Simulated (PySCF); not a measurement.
Worked example: oscillator strength and radiative lifetime

H₅N₂O₂Ta, SMILES [OH][Ta]([NH2])(=[O])[NH2], multiplicity 1.

Geometry: PBE0-D3(BJ)/def2-SVP. The spin state was assumed, not searched. The def2 effective core potentials stand for the cores of Ta; spin–orbit coupling is left out. The values are those of a single conformer.

TDDFT-PBE/def2-SVPD in PySCF 2.14.0 puts the first singlet state with f over 0.02 at 5.44 eV (vertical), with the transition dipole (0.000, 0.000, 0.410) in atomic units.

Q: Find the oscillator strength, the wavelength and the radiative lifetime that this transition would have in vacuum if emission retraced absorption.

A: 
|μ|² = 0.1681 au, so |μ| = 1.04 D. ΔE = 5.44/27.211 = 0.1999 hartree. f = (2/3) ΔE |μ|² = 0.022 (the program prints 0.022).
λ = 1239.84/5.44 = 228 nm; ν = 43877 cm⁻¹.
Einstein's coefficient A = 0.6670 ν² f s⁻¹ (ν in cm⁻¹) = 2.9e7 s⁻¹, so τ = 1/A = 35 ns. This state is S3; the lower singlets have f = 0.014, 0.012. The figure is the radiative limit of this one transition; relaxation, internal conversion, crossing to triplets and a medium change what is measured.
